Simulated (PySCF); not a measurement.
FeO4, multiplicity 1. Atoms are numbered in the order given.

```xyz
5

Fe     0.0000     0.0000     0.0000
O     -0.8969     0.8969    -0.8969
O      0.8969     0.8969     0.8969
O      0.8969    -0.8969    -0.8969
O     -0.8969    -0.8969     0.8969
```
Charge 0, spin multiplicity 1.

The structure is a stationary point at PBE0-D3(BJ)/def2-SVP. The spin state was assumed, not searched.

These are TDDFT-B3LYP/def2-SVPD run with PySCF 2.14.0 values and carry that method's errors.

Vertical excitations; the highest root listed may be one member of a degenerate set. Isolated molecule, no solvent. State labels are in the subgroup D2.

```csv
state,symmetry,energy (eV),λ (nm),f,main pairs
S1,B2,1.58,786,0.000,"HOMO−1→LUMO+1, HOMO−1→LUMO (degenerate set)"
S2,B3,1.58,786,0.000,"HOMO→LUMO+1, HOMO→LUMO (degenerate set)"
S3,B1,1.58,786,0.000,HOMO−2→LUMO (degenerate set)
S4,B2,2.21,560,0.004,"HOMO−1→LUMO, HOMO−1→LUMO+1 (degenerate set)"
S5,B3,2.21,560,0.004,"HOMO→LUMO, HOMO→LUMO+1 (degenerate set)"
S6,B1,2.21,560,0.004,HOMO−2→LUMO+1 (degenerate set)
S7,B2,3.19,389,0.000,"HOMO−4→LUMO, HOMO−4→LUMO+1 (degenerate set)"
S8,B3,3.19,389,0.000,"HOMO−3→LUMO, HOMO−3→LUMO+1 (degenerate set)"
S9,B1,3.19,389,0.000,HOMO−5→LUMO+1 (degenerate set)
S10,B3,3.46,358,0.001,"HOMO−3→LUMO+1 42 %, HOMO−1→LUMO+2 21 %, HOMO−2→LUMO+3 21 %, HOMO−3→LUMO 14 %"
T1,B3,0.89,1389,0,"HOMO→LUMO, HOMO→LUMO+1 (degenerate set)"
T2,B2,0.89,1389,0,"HOMO−1→LUMO, HOMO−1→LUMO+1 (degenerate set)"
T3,B1,0.89,1389,0,HOMO−2→LUMO+1 (degenerate set)
T4,B3,1.26,988,0,"HOMO→LUMO+1 73 %, HOMO→LUMO 24 %"
```
Triplets are in the Tamm–Dancoff approximation, which puts them higher than full response would, so one can lie above its singlet here.
